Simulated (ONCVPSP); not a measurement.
What one change does to a pseudopotential (Mn, ONCV)

ONCVPSP 4.0.1 input, shortened (lines: element, Z, core and valence counts, functional; n l f; lmax; l rc ep ncon nbas qcut; lloc lpopt rc5 dvloc0; l nproj debl; icmod fcfact rcfact), Wu-Cohen, scalar-relativistic:

```
  Mn 25.00    3    5  -118130      upf
    1    0    2.00
    2    0    2.00
    2    1    6.00
    3    0    2.00
    3    1    6.00
    3    2    5.00
    4    0    1.50
    4    1    0.50
    2
    0    1.60    0.00    4    9    8.40
    1    1.30    0.00    4    8   12.50
    2    2.00    0.00    3    8    8.50
    4    5    1.25    6.00
    0    2    0.70
    1    3    0.80
    2    2    0.40
    3    3.75    1.20
```

Change: core [Ar], valence charge 7; reference 3d5 4s2; waves now 4s: rc 2.15 bohr, ncon 3, nbas 7, qcut 3.3 1/bohr, 2 projectors, debl 2 Ha; p scattering state at 0.4 Ha: rc 2.25 bohr, ncon 3, nbas 8, qcut 2.9 1/bohr, 2 projectors, debl 2.1 Ha; 3d: rc 1.00 bohr, ncon 4, nbas 9, qcut 11.3 1/bohr, 2 projectors, debl 2.8 Ha; local potential polynomial inside 0.70 bohr (lpopt 3, dvloc0 3 Ha). In the p channel the program set the typed energies aside and used 0.050, 2.150 Ha.

Cutoffs: the cutoffs (Ha) at which the residual kinetic energy of the hardest occupied pseudo-wave falls to 1 and 0.1 mHa per electron; they do not see the model core or the augmentation charge, which bear on the density cutoff. Errors are all-electron minus pseudo energies relative to the spin-unpolarised reference configuration.

Problem. What does the change do?

Solution. The potential gets harder (31 Ha and 38 Ha → 79 Ha and 289 Ha); a bound ghost appears in s, which as a rule spoils a file; the lowest positive-energy flag moves from none to p at 20.7 eV. Several settings change at once here, so the effects cannot be laid on one of them.

```tsv
quantity	base	changed
cutoff, loose	31 Ha	79 Ha
cutoff, tight	38 Ha	289 Ha
bound ghosts	none	s
GHOST(+) flags under 300 eV	none	p at 20.7 eV
largest error over its own tests, meV	-659	-241
rms error of d²Exc/dni dnj with the model core, mHa	1.23	9.55
```

 A true bound ghost makes a file unfit for plane-wave use even where its test errors are small: the radial tests pick states by their node count and pass the ghost by.
